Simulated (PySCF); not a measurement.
NaF, SMILES [F][Na]. Geometry optimised at B3LYP-D3(BJ)/def2-TZVPD.

Computed equilibrium geometry at B3LYP-D3(BJ)/def2-TZVPD (PySCF confirms it by a frequency run) as a Z-matrix, and its point group:
point group C∞v.
```
Na
F 1 1.9356
```
